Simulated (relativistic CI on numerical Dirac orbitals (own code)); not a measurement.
Computed by Dirac-Coulomb-Breit CI, KLI orbitals optimised for each configuration, model QED (radiative potential, 1s self-energy scaled to tabulated hydrogen-like ionisation energies), unscaled Slater integrals (own radial code, finite nucleus).

The strongest absorption lines from the ground level of an ion, among the configurations computed and to levels below about 411 eV (vacuum wavelength in nm, gf): 3.5471 (0.4), 3.5479 (0.6), 3.6267 (1.1), 3.6289 (2.2), 3.6335 (3.1), 3.6587 (0.25), 4.0456 (0.24), 24.204 (0.32).

Q: Which ion is it?
A. Cl¹²⁺
B. Cl¹⁰⁺
C. P⁸⁺
D. K¹²⁺

A: B. Cl¹⁰⁺ has 7 electrons and the ground level 2s2.2p3 4S°_3/2; the strongest line goes to 2s2.2p2.3d 4P_5/2. The pattern of lines fixes the number of electrons, and along that sequence the line energies rise steadily with the charge (about as its square where n changes within one kind of shell, about linearly where n is kept but much faster in heavy ions where fine structure, which grows about as Z⁴, sets the gap, and irregularly where shells cross), which fixes Z. Configurations outside the model, such as inner-shell arrays, can give stronger lines. At this charge energies of transitions that change n are usually good to better than 1 %, and those within a shell (Δn = 0) to a few per cent.
